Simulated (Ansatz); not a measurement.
`N[Si](N)(O)[SiH3]`, charge 0, multiplicity 1.

Q: Give a relaxed structure at PBE0-D4/def2-TZVP (Ansatz 0.2.0). (An estimate is asked.)

A: The calculation gave: 
Z-matrix (Å, degrees):
```
Si
N 1 1.706
O 1 1.654 2 118.5
N 1 1.705 2 106.5 3 -113.3
Si 1 2.355 2 105.3 3 121.5
H 2 1.006 1 122.0 3 -89.7
H 2 1.008 1 121.1 3 64.2
H 3 0.958 1 116.9 2 77.7
H 4 1.005 1 121.1 2 -49.8
H 4 1.006 1 120.4 2 159.2
H 5 1.494 1 112.1 2 -56.6
H 5 1.490 1 110.8 2 -176.1
H 5 1.490 1 111.6 2 63.6
```
This is one stationary point; other conformers may exist.
